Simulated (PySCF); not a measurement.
C3H12OSi2, SMILES C[SiH2][C@H]([SiH3])CO.

Coordinates come from a ωB97X-D3(BJ)/def2-SVP optimisation. The structure was generated by enumeration; whether it is a known compound was not checked. The values are those of a single conformer.

Two levels are set side by side: PBE/def2-TZVP (PySCF) and ωB97X/def2-TZVP (PySCF). Same geometry, gas phase. Differences are taken from unrounded values.

```
quantity                       PBE
---------------------------  -----
orbital gap (eV)              6.10
highest occupied level (eV)  -6.41
lowest empty level (eV)      -0.30
dipole moment (D)             1.03
```

### Question
These are the PBE values. What does ωB97X give? (The exact figures need the calculation; the answer reports its results.)

### Answer

| quantity | ωB97X | PBE minus ωB97X |
|---|---|---|
| orbital gap (eV) | 12.88 | -6.78 |
| highest occupied level (eV) | -10.46 | 4.06 |
| lowest empty level (eV) | 2.42 | -2.72 |
| dipole moment (D) | 1.16 | -0.13 |

Without exact exchange PBE keeps part of each electron's self-repulsion, which lifts occupied levels and narrows the gap. Differences between two approximate levels are no errors against the true value.

Rough cost on one machine, each run with all the roots and properties that it gave: ωB97X against PBE within a factor of 2.
